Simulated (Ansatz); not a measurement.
`FCC(F)C(F)(F)OC(F)F` + H₂ → `FCC(F)C(F)F` + `OC(F)F`  (hydrogenolysis of a C–O bond)

Computed with Ansatz on PBE0-D4/def2-TZVP structures; ΔE is electronic, products minus reactants. CCSD(T)/CBS is the MP2 limit (def2-TZVPP, def2-QZVPP) plus CCSD(T) − MP2 in def2-TZVPP, frozen cores. This one scheme is used for every species. DFT in def2-TZVPP. B3LYP here is the variant with VWN-RPA as its local correlation; programs differ in this. One conformer a species, not always the lowest.

`FCC(F)C(F)(F)OC(F)F`:

Cartesian coordinates in Å:
```
F 0.055 3.027 0.050
C -0.428 1.751 0.216
C 0.275 0.831 -0.748
F 1.568 0.605 -0.336
C -0.423 -0.523 -0.870
F -1.627 -0.334 -1.420
F 0.289 -1.313 -1.697
O -0.661 -1.176 0.315
C 0.405 -1.706 1.013
F 0.659 -0.929 2.080
F 0.018 -2.898 1.470
H -0.241 1.435 1.245
H -1.503 1.753 0.018
H 0.308 1.280 -1.746
H 1.308 -1.805 0.411
```

H₂:

Z-matrix (Å, degrees):
```
H
H 1 0.746
```

`FCC(F)C(F)F`:

```xyz
11

F    -0.467    2.354    0.241
C     0.081    1.132    0.555
C    -0.215    0.149   -0.547
F     0.558    0.423   -1.654
C     0.062   -1.286   -0.139
F     1.284   -1.395    0.434
F    -0.859   -1.670    0.778
H     1.160    1.253    0.674
H    -0.358    0.781    1.493
H    -1.267    0.226   -0.840
H     0.021   -1.967   -0.994
```

`OC(F)F`:

```xyz
6

O     0.533    0.941   -0.126
C     0.053   -0.316   -0.110
F    -1.203   -0.373   -0.617
F    -0.040   -0.795    1.154
H    -0.053    1.505    0.394
H     0.709   -0.962   -0.695
```

```tsv
level	ΔE (kJ/mol)	difference from CCSD(T)/CBS
B3LYP-D4	-72.5	-0.2
r2SCAN0-D4	-66.1	6.2
CAM-B3LYP-D4	-70.4	1.9
ωB97M-V	-65.6	6.7
r2SCAN	-64.6	7.7
CAM-B3LYP	-79.2	-6.9
CCSD(T)/def2-SVP	-51.9	20.4
SCS-MP2/def2-QZVPP	-77.5	-5.2
HF/CBS(def2)	-90.9	-18.6
MP2/CBS(def2)	-73.8	-1.5
CCSD(T)/CBS	-72.3	0
```

Largest T1 diagnostic among the species: 0.012.

From r2SCAN to r2SCAN0 (25 % exact exchange), in def2-TZVPP and without D4, ΔE moves by −5.1 kJ/mol. In def2-TZVPP, CCSD(T) changes the Hartree–Fock value by +21.5 kJ/mol (the triples alone add +6.1 kJ/mol) and MP2 by +20.0 kJ/mol. Leaving LDA and LC-ωPBE aside and taking each functional with its dispersion term where it has one, the values, not all of them listed here, spread over 18.7 kJ/mol, from B2PLYP to r2SCAN-D4. LDA lies +25.1 kJ/mol from PBE without D4.

CCSD(T)/CBS has its own doubt, a few kJ/mol and more with outer-core shells, so smaller differences from it don't rank the levels.
